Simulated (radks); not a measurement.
Q: The phosphorus ion P4+, 11 electrons, occupied as [He] 2s2 2p5.5 3s1 3d0.5 (fractional occupations, a model configuration). All-electron calculation, Dirac Kohn-Sham, LDA (Slater exchange, Perdew-Wang correlation), spin-unpolarised, spherical densities, point nucleus; open shells fill j = l - 1/2 first. Program: a radial shooting solver on a logarithmic mesh with Libxc functionals. Some entries of the table are withheld. Estimate them.

| orbital | occ. | eigenvalue (Ry) | <r^2> (bohr^2) |
|---|---|---|---|
| 1s1/2 | 2 | -158.2555 | 0.01452 |
| 2s1/2 | 2 | -17.71549 | 0.3123 |
| 2p1/2 | 2 | -14.26217 | (1) |
| 2p3/2 | 3.5 | -14.19119 | (2) |
| 3s1/2 | 1 | -4.54177 | 2.744 |
| 3p1/2 | 0 | -3.74168 | 3.159 |
| 3p3/2 | 0 | -3.73263 | 3.174 |
| 3d3/2 | 0.5 | -2.63280 | 3.890 |
| 3d5/2 | 0 | -2.63216 | 3.893 |
| 4s1/2 | 0 | (3) | 12.03 |
| 4d3/2 | 0 | (4) | (5) |
| 4d5/2 | 0 | (6) | (7) |
| 4f5/2 | 0 | -1.18662 | (8) |
| 4f7/2 | 0 | -1.18657 | (9) |

A: 
(1) 2p1/2 <r^2> (bohr^2): 0.2765
(2) 2p3/2 <r^2> (bohr^2): 0.2788
(3) 4s1/2 eigenvalue (Ry): -1.94528
(4) 4d3/2 eigenvalue (Ry): -1.30192
(5) 4d3/2 <r^2> (bohr^2): 18.39
(6) 4d5/2 eigenvalue (Ry): -1.30166
(7) 4d5/2 <r^2> (bohr^2): 18.39
(8) 4f5/2 <r^2> (bohr^2): 15.21
(9) 4f7/2 <r^2> (bohr^2): 15.21
